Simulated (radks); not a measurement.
Results of a calculation; reference values are marked as such.
Spherical quantum dot in the effective-mass picture: electrons in a well V = -V0 / (1 + exp((r - R)/a)) with V0 = 4.27, R = 5.8, a = 0.65, all in effective atomic units (hartree* = m*/eps^2 hartree, bohr* = eps/m* bohr), one dielectric constant everywhere. Level of theory: non-relativistic Kohn-Sham, LDA (Slater exchange, Perdew-Wang correlation), spin-polarised, spherical densities (a radial shooting solver with Libxc functionals). Levels are named by radial order and angular momentum (1s, 1p, 1d, 2s, ...), and open shells are averaged over m.

N = 2, configuration 1s2. This is the lowest configuration that the search found. Occupied and some empty levels:

| level | occupation | eigenvalue (hartree*) | <r> (bohr*) |
|---|---|---|---|
| 1s | 2 | -3.5912 | 2.674 |
| 1p | 0 | -3.4104 | 3.130 |
| 1d | 0 | -3.1770 | 3.457 |
| 2s | 0 | -3.0461 | 2.814 |

Energy (hartree*): total -7.74280, kinetic 0.30963, external -8.3607, Hartree 0.66878, exchange-correlation -0.36055. Static polarisability (adiabatic kernel): 33.25 bohr*^3.

Electron density:

| r (bohr*) | n(r) (e/bohr*^3) |
|---|---|
| 0.256 | 0.01777 |
| 0.684 | 0.01736 |
| 1.11 | 0.01651 |
| 1.54 | 0.01512 |
| 1.97 | 0.01314 |
| 2.40 | 0.01064 |
| 2.82 | 0.007852 |
| 3.25 | 0.005141 |
| 3.68 | 0.002899 |
| 4.11 | 0.001362 |
| 4.54 | 0.0005127 |
| 4.96 | 0.0001493 |
| 5.39 | 0.00003287 |
